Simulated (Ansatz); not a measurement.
A geometry relaxed with B3LYP-D3(BJ)/def2-SVP run with Ansatz (a program for electronic structure), charge 0, multiplicity 1:

```xyz
17

Si     0.0092     0.3317    -0.2496
H     -3.0037     0.2065    -0.9895
H     -3.7498    -0.0068     0.6085
H      2.8697    -0.2716    -1.2956
C     -1.5693    -0.2820     0.5953
H     -2.8365     1.4722     0.2424
H      3.0369     0.9942    -0.0637
H     -1.4571    -0.1205     1.6826
H      0.1399     1.8105    -0.0503
H      1.4089    -1.6241     0.3014
H     -0.0874     0.0901    -1.7247
C      2.8659    -0.0852    -0.2090
H      1.5749    -0.3673     1.5246
C     -2.8577     0.3806     0.0893
H      3.7326    -0.6157     0.2185
C      1.5467    -0.5356     0.4329
H     -1.6231    -1.3773     0.4595
```

### Question
Write the SMILES of this molecule.

### Answer
`CC[SiH2]CC`
